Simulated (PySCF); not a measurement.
How methods differ on the excitation energy of P

P [Ne] 3s2 3p3 (4S) → P [Ne] 3s1 3p3 4s1 (6S), as a difference of total energies. Calculation: PySCF 2.14, in aug-cc-pV(D+d)Z; no relativity, point nucleus. Correlated levels: valence: [Ne] frozen. The calculations carry no spin-orbit coupling.

```json
{"method": "UHF", "excitation energy (eV)": "10.803"}
{"method": "LDA", "excitation energy (eV)": "12.752"}
{"method": "PBE", "excitation energy (eV)": "12.670"}
{"method": "PBE0", "excitation energy (eV)": "12.586"}
{"method": "r2SCAN", "excitation energy (eV)": "12.222"}
{"method": "BHandHLYP", "excitation energy (eV)": "13.032"}
{"method": "M06-2X", "excitation energy (eV)": "13.096"}
{"method": "PW91", "excitation energy (eV)": "12.683"}
{"method": "MP2 (valence)", "excitation energy (eV)": "11.950"}
{"method": "SCS-MP2 (valence)", "excitation energy (eV)": "12.338"}
```

**Question.** How much does correlation contribute at MP2 (valence)?

**Answer.** 11.950 − (10.803) = 1.147 eV, measured against UHF.

The upper state lies above the first ionisation limit, but in LS coupling its spin forbids autoionisation to the ground ion. A Rydberg-like electron needs more diffuse functions than a valence basis has.

The promoted electron is Rydberg-like, and one or two diffuse shells describe it only roughly, which tends to raise the upper state.
